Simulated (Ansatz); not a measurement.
Two isomers of CH3NSSi: A = `SC1=N[SiH2]1`, B = `N=C1[SiH2]S1`.

Isolated molecules relaxed with PBE0-D4/def2-TZVP in Ansatz; ΔE leaves out vibrations. CBS: MP2 limit from def2 TZ/QZ plus the TZ coupled-cluster correction, frozen cores. Functionals use def2-TZVPP. B3LYP here is the variant with VWN-RPA as its local correlation; programs differ in this. One conformer a species, not always the lowest.

(1) Which isomer does CCSD(T)/CBS put lower? Give the gap. (Best estimate.)

(2) Give E(B) − E(A) in kcal/mol with ωB97M-V, HF/def2-TZVPP, CCSD/def2-TZVPP, B3LYP, CCSD(T)/def2-TZVPP, PBE-D4, MP2/def2-TZVPP. (Best estimate.)

(3) Does the order hold for the free energy at 298.15 K (harmonic terms from PBE0-D4)? (Estimate.)

Largest T1 diagnostic: 0.017.

Answers

(1) Computed: B, by 14.2 kcal/mol.

(2) Computed: ωB97M-V -13.1, HF/def2-TZVPP -11.5, CCSD/def2-TZVPP -12.9, B3LYP -14.4, CCSD(T)/def2-TZVPP -13.5, PBE-D4 -16.5, MP2/def2-TZVPP -13.3. None reverses the order clearly.

(3) Computed: Yes: G(B) − G(A) = -12.3 kcal/mol, for one conformer each.

From BLYP to BHLYP (50 % exact exchange), in def2-TZVPP and without D4, E(B) − E(A) moves by +1.4 kcal/mol. Leaving LDA and LC-ωPBE aside and taking each functional with its dispersion term where it has one, the values, not all of them listed here, spread over 3.4 kcal/mol, from PBE-D4 to CAM-B3LYP-D4.
